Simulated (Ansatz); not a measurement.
# Molecular dynamics of GaH2OS

Input:

```yaml
crystal:
  periodic: [false, false, false]
  atoms:
    - { symbol: O, position_ang: [-0.774896, -0.039097, -0.672927] }
    - { symbol: S, position_ang: [-0.789018, 0.323693, 1.039275] }
    - { symbol: Ga, position_ang: [1.376798, 0.908958, -0.483183] }
    - { symbol: H, position_ang: [-0.894895, -0.99452, -0.769507] }
    - { symbol: H, position_ang: [1.082012, -0.199024, 0.886343] }
magnetization:
  spin_polarized: true
  initial_magnetization: 1
basis:
  gaussian: { orbitals: def2-SVPD }
hamiltonian:
  xc: b3lyp
md:
  timestep: 0.5
  n_steps: 200
  ensemble: nve
  temperature: 300.0
  initial_velocities: maxwell_boltzmann
  seed: 5206
```

Launched with:

```bash
$ ansatz run input.yaml --threads 2 --pin off --max-ram 3072MiB --backend cpu --events-out ev --progress --plain --runs-dir out
```

It starts at the highest image of a converged band. Of that band: Neighbouring images differ by up to 1.5 eV, so the band resolves the path poorly. A vibrational analysis at the climbing image gives one clearly imaginary mode, 85i cm⁻¹: a first-order saddle point.

Output, in part (one step line in 4, the closing report, with atoms numbered from 0):

```
md step     0: t =     0.00 fs  T =   300.0 K  F+E_penalty+E_count = -65281.50301414 eV  E_kin = 0.116334 eV  conserved = -65281.38668014 eV  (35 SCF iters)
md step     4: t =     2.00 fs  T =   262.9 K  F+E_penalty+E_count = -65281.48829052 eV  E_kin = 0.101950 eV  conserved = -65281.38634027 eV  (38 SCF iters)
md step     8: t =     4.00 fs  T =   253.0 K  F+E_penalty+E_count = -65281.48474365 eV  E_kin = 0.098108 eV  conserved = -65281.38663562 eV  (38 SCF iters)
md step    12: t =     6.00 fs  T =   195.7 K  F+E_penalty+E_count = -65281.46219492 eV  E_kin = 0.075871 eV  conserved = -65281.38632391 eV  (33 SCF iters)
md step    16: t =     8.00 fs  T =   195.3 K  F+E_penalty+E_count = -65281.46226852 eV  E_kin = 0.075737 eV  conserved = -65281.38653137 eV  (38 SCF iters)
md step    20: t =    10.00 fs  T =   183.5 K  F+E_penalty+E_count = -65281.45758455 eV  E_kin = 0.071174 eV  conserved = -65281.38641061 eV  (36 SCF iters)
md step    24: t =    12.00 fs  T =   196.4 K  F+E_penalty+E_count = -65281.46271197 eV  E_kin = 0.076165 eV  conserved = -65281.38654704 eV  (39 SCF iters)
md step    28: t =    14.00 fs  T =   186.2 K  F+E_penalty+E_count = -65281.45869718 eV  E_kin = 0.072190 eV  conserved = -65281.38650753 eV  (38 SCF iters)
md step    32: t =    16.00 fs  T =   156.2 K  F+E_penalty+E_count = -65281.44698637 eV  E_kin = 0.060568 eV  conserved = -65281.38641863 eV  (34 SCF iters)
md step    36: t =    18.00 fs  T =   140.5 K  F+E_penalty+E_count = -65281.44108140 eV  E_kin = 0.054479 eV  conserved = -65281.38660263 eV  (38 SCF iters)
md step    40: t =    20.00 fs  T =    91.9 K  F+E_penalty+E_count = -65281.42193927 eV  E_kin = 0.035631 eV  conserved = -65281.38630831 eV  (36 SCF iters)
md step    44: t =    22.00 fs  T =   102.5 K  F+E_penalty+E_count = -65281.42633920 eV  E_kin = 0.039750 eV  conserved = -65281.38658914 eV  (33 SCF iters)
md step    48: t =    24.00 fs  T =    86.3 K  F+E_penalty+E_count = -65281.41978098 eV  E_kin = 0.033470 eV  conserved = -65281.38631098 eV  (33 SCF iters)
md step    52: t =    26.00 fs  T =   130.4 K  F+E_penalty+E_count = -65281.43718507 eV  E_kin = 0.050570 eV  conserved = -65281.38661503 eV  (39 SCF iters)
md step    56: t =    28.00 fs  T =   128.6 K  F+E_penalty+E_count = -65281.43622708 eV  E_kin = 0.049864 eV  conserved = -65281.38636290 eV  (40 SCF iters)
md step    60: t =    30.00 fs  T =   151.7 K  F+E_penalty+E_count = -65281.44543683 eV  E_kin = 0.058817 eV  conserved = -65281.38661951 eV  (39 SCF iters)
md step    64: t =    32.00 fs  T =   128.3 K  F+E_penalty+E_count = -65281.43616631 eV  E_kin = 0.049767 eV  conserved = -65281.38639901 eV  (38 SCF iters)
md step    68: t =    34.00 fs  T =   131.6 K  F+E_penalty+E_count = -65281.43748645 eV  E_kin = 0.051016 eV  conserved = -65281.38647085 eV  (39 SCF iters)
md step    72: t =    36.00 fs  T =   138.4 K  F+E_penalty+E_count = -65281.44019011 eV  E_kin = 0.053671 eV  conserved = -65281.38651890 eV  (37 SCF iters)
md step    76: t =    38.00 fs  T =   141.5 K  F+E_penalty+E_count = -65281.44126592 eV  E_kin = 0.054854 eV  conserved = -65281.38641222 eV  (33 SCF iters)
md step    80: t =    40.00 fs  T =   169.8 K  F+E_penalty+E_count = -65281.45241394 eV  E_kin = 0.065848 eV  conserved = -65281.38656590 eV  (38 SCF iters)
md step    84: t =    42.00 fs  T =   167.5 K  F+E_penalty+E_count = -65281.45131118 eV  E_kin = 0.064959 eV  conserved = -65281.38635221 eV  (32 SCF iters)
md step    88: t =    44.00 fs  T =   204.9 K  F+E_penalty+E_count = -65281.46611868 eV  E_kin = 0.079472 eV  conserved = -65281.38664695 eV  (38 SCF iters)
md step    92: t =    46.00 fs  T =   188.5 K  F+E_penalty+E_count = -65281.45940934 eV  E_kin = 0.073087 eV  conserved = -65281.38632187 eV  (32 SCF iters)
md step    96: t =    48.00 fs  T =   211.5 K  F+E_penalty+E_count = -65281.46867156 eV  E_kin = 0.082030 eV  conserved = -65281.38664179 eV  (39 SCF iters)
md step   100: t =    50.00 fs  T =   183.4 K  F+E_penalty+E_count = -65281.45745609 eV  E_kin = 0.071115 eV  conserved = -65281.38634153 eV  (32 SCF iters)
md step   104: t =    52.00 fs  T =   200.1 K  F+E_penalty+E_count = -65281.46416015 eV  E_kin = 0.077587 eV  conserved = -65281.38657354 eV  (38 SCF iters)
md step   108: t =    54.00 fs  T =   184.8 K  F+E_penalty+E_count = -65281.45804662 eV  E_kin = 0.071648 eV  conserved = -65281.38639911 eV  (39 SCF iters)
md step   112: t =    56.00 fs  T =   196.6 K  F+E_penalty+E_count = -65281.46277473 eV  E_kin = 0.076226 eV  conserved = -65281.38654883 eV  (39 SCF iters)
md step   116: t =    58.00 fs  T =   191.3 K  F+E_penalty+E_count = -65281.46066947 eV  E_kin = 0.074198 eV  conserved = -65281.38647100 eV  (39 SCF iters)
md step   120: t =    60.00 fs  T =   186.5 K  F+E_penalty+E_count = -65281.45875714 eV  E_kin = 0.072334 eV  conserved = -65281.38642267 eV  (33 SCF iters)
md step   124: t =    62.00 fs  T =   198.3 K  F+E_penalty+E_count = -65281.46351363 eV  E_kin = 0.076906 eV  conserved = -65281.38660772 eV  (39 SCF iters)
md step   128: t =    64.00 fs  T =   170.1 K  F+E_penalty+E_count = -65281.45233877 eV  E_kin = 0.065975 eV  conserved = -65281.38636394 eV  (33 SCF iters)
md step   132: t =    66.00 fs  T =   172.3 K  F+E_penalty+E_count = -65281.45339808 eV  E_kin = 0.066799 eV  conserved = -65281.38659954 eV  (37 SCF iters)
md step   136: t =    68.00 fs  T =   136.7 K  F+E_penalty+E_count = -65281.43933574 eV  E_kin = 0.053019 eV  conserved = -65281.38631715 eV  (33 SCF iters)
md step   140: t =    70.00 fs  T =   157.7 K  F+E_penalty+E_count = -65281.44776117 eV  E_kin = 0.061139 eV  conserved = -65281.38662230 eV  (38 SCF iters)
md step   144: t =    72.00 fs  T =   137.7 K  F+E_penalty+E_count = -65281.43972406 eV  E_kin = 0.053408 eV  conserved = -65281.38631629 eV  (36 SCF iters)
md step   148: t =    74.00 fs  T =   163.9 K  F+E_penalty+E_count = -65281.45021078 eV  E_kin = 0.063565 eV  conserved = -65281.38664595 eV  (38 SCF iters)
md step   152: t =    76.00 fs  T =   137.4 K  F+E_penalty+E_count = -65281.43965359 eV  E_kin = 0.053270 eV  conserved = -65281.38638404 eV  (33 SCF iters)
md step   156: t =    78.00 fs  T =   137.8 K  F+E_penalty+E_count = -65281.43995692 eV  E_kin = 0.053425 eV  conserved = -65281.38653156 eV  (32 SCF iters)
md step   160: t =    80.00 fs  T =   116.5 K  F+E_penalty+E_count = -65281.43163465 eV  E_kin = 0.045165 eV  conserved = -65281.38646919 eV  (33 SCF iters)
md step   164: t =    82.00 fs  T =   103.4 K  F+E_penalty+E_count = -65281.42655375 eV  E_kin = 0.040101 eV  conserved = -65281.38645259 eV  (33 SCF iters)
md step   168: t =    84.00 fs  T =   107.9 K  F+E_penalty+E_count = -65281.42833111 eV  E_kin = 0.041829 eV  conserved = -65281.38650252 eV  (32 SCF iters)
md step   172: t =    86.00 fs  T =   107.4 K  F+E_penalty+E_count = -65281.42799481 eV  E_kin = 0.041640 eV  conserved = -65281.38635487 eV  (33 SCF iters)
md step   176: t =    88.00 fs  T =   151.3 K  F+E_penalty+E_count = -65281.44527576 eV  E_kin = 0.058664 eV  conserved = -65281.38661202 eV  (38 SCF iters)
md step   180: t =    90.00 fs  T =   158.4 K  F+E_penalty+E_count = -65281.44774902 eV  E_kin = 0.061421 eV  conserved = -65281.38632834 eV  (39 SCF iters)
md step   184: t =    92.00 fs  T =   203.6 K  F+E_penalty+E_count = -65281.46561157 eV  E_kin = 0.078964 eV  conserved = -65281.38664777 eV  (37 SCF iters)
md step   188: t =    94.00 fs  T =   190.7 K  F+E_penalty+E_count = -65281.46027945 eV  E_kin = 0.073940 eV  conserved = -65281.38633921 eV  (39 SCF iters)
md step   192: t =    96.00 fs  T =   221.8 K  F+E_penalty+E_count = -65281.47259594 eV  E_kin = 0.085992 eV  conserved = -65281.38660380 eV  (40 SCF iters)
md step   196: t =    98.00 fs  T =   214.7 K  F+E_penalty+E_count = -65281.46958963 eV  E_kin = 0.083261 eV  conserved = -65281.38632851 eV  (39 SCF iters)
md step   200: t =   100.00 fs  T =   264.0 K  F+E_penalty+E_count = -65281.48890559 eV  E_kin = 0.102357 eV  conserved = -65281.38654860 eV  (50 SCF iters)
Total energy: -65281.48914325 eV, -2399.0504766317 hartree
Atom 0 at    -1.039700    -0.173355    -0.672828 Å, force     0.169171     0.103903    -0.152995 eV/Å
Atom 1 at    -0.642635     0.376486     0.906226 Å, force     0.054240     0.481660     0.448211 eV/Å
Atom 2 at     1.366151     0.921900    -0.419965 Å, force    -0.065829    -0.346451     0.269308 eV/Å
Atom 3 at    -1.223500    -1.105335    -0.538583 Å, force    -0.215770    -0.491457    -0.283275 eV/Å
Atom 4 at     1.694272    -0.531601     0.512786 Å, force     0.058187     0.252344    -0.281249 eV/Å
Dipole moment:     0.159042    -0.133854    -0.058491 e Å
```

All steps were run. The conserved energy stayed within 0.082 meV per atom of its start (net change 0.026 meV per atom), so the integration is sound. The temperature averaged 0.56 of the 300 K drawn at the start: a run that starts near a minimum puts about half its kinetic energy into the potential. A run of 0.1 ps of so small a system gives no equilibrium averages.

The step under study would form S2–H5 and break Ga3–H5. These pairs go: S2–H5 1.95 → 2.54 Å, Ga3–H5 1.79 → 1.76 Å. In the last frame they stand as before the step (other bonds may differ from the relaxed reactants and products). It ends as one piece, GaH2OS. Pairs count as bonded within 1.25 times the sum of covalent radii (0.12 Å more for H–H).

Last frame:

```xyz
5
Properties=species:S:1:pos:R:3
O -1.040 -0.173 -0.673
S -0.643 0.377 0.906
Ga 1.366 0.922 -0.420
H -1.224 -1.105 -0.539
H 1.694 -0.532 0.513
```

Time of the run: 14 min on 2 threads of Arm Neoverse V1, with other jobs on the host, peak memory 0.31 GiB.
